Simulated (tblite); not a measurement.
A tight-binding relaxation on `N#Cc1cc([C]=[N-])ccn1` [radical].

Computed with GFN2-xTB geometry optimisation, gas phase (tblite 0.8.0). Start geometry: from a force field or distance geometry. The command runs a driver script over a list of jobs; the input below is this job's line of settings and its coordinates in Å.

Command:
```bash
OMP_NUM_THREADS=1 python probes_run.py task.json out
```

Input:
```
{"job": {"kind": "relax", "xc": "GFN2-xTB", "basis": "xTB"}, "charge": -1, "multiplicity": 2}
N      3.781000    -0.835400    -0.401200
C      2.670800    -0.467300    -0.264900
C      1.325900    -0.026900    -0.056300
C      0.308500    -0.948400    -0.065200
C     -0.984900    -0.499500     0.140300
C     -2.112600    -1.451400     0.143400
N     -2.779500    -1.736100    -0.941900
C     -1.168000     0.863200     0.309800
C     -0.140800     1.774100     0.299900
N      1.112300     1.296500     0.114500
H      0.519200    -1.999700    -0.198100
H     -2.192400     1.197600     0.454000
H     -0.343900     2.833900     0.447900
```

Output:
```
step      E/eV     max force
  0    -689.32097    8.033
  1    -689.74293   11.620
  2    -690.38160    3.703
  3    -690.59806    3.527
  4    -690.91273    2.183
  5    -691.02183    2.738
  6    -691.07178    0.655
  7    -691.11141    0.619
  8    -691.15691    0.554
  9    -691.17356    0.439
... (26 lines left out)
 36    -691.30149    0.033
 37    -691.30162    0.038
 38    -691.30172    0.031
 39    -691.30179    0.020
 40    -691.30185    0.020
 41    -691.30189    0.020
 42    -691.30192    0.011
 43    -691.30193    0.011
 44    -691.30193    0.010
 45    -691.30194    0.010
```

«max force» is the largest atomic force in eV/Å.

From which step on does the largest force stay under 0.1 eV/Å, and how much energy is left to gain from there?

From step 34 (0.067 eV/Å), 0.9 meV above the end.

In short: energy lowered by 45.7 kcal/mol over 45 steps; largest atomic force 0.010 eV/Å at the end.

Give the final coordinates.

0.262 Å rms from the input after alignment:
```
atom  x, y, z in Å
N1     3.7407   -0.8770   -0.2971
C2     2.6707   -0.4487   -0.1704
C3     1.3574    0.0097   -0.0323
C4     0.3225   -0.8998   -0.1942
C5    -1.0049   -0.4788   -0.0729
C6    -2.0643   -1.3548   -0.2284
N7    -2.9600   -2.0861   -0.3591
C8    -1.2095    0.9195    0.2218
C9    -0.1106    1.7221    0.3641
N10    1.1621    1.3463    0.2545
H11    0.5468   -1.9372   -0.4156
H12   -2.2144    1.3053    0.3237
H13   -0.2410    2.7799    0.5882
```

On Arm Neoverse V2, one thread (shared host), this took 0.22 s wall.
Labels such as C1 count atoms from 1, the log's own numbers from 0.
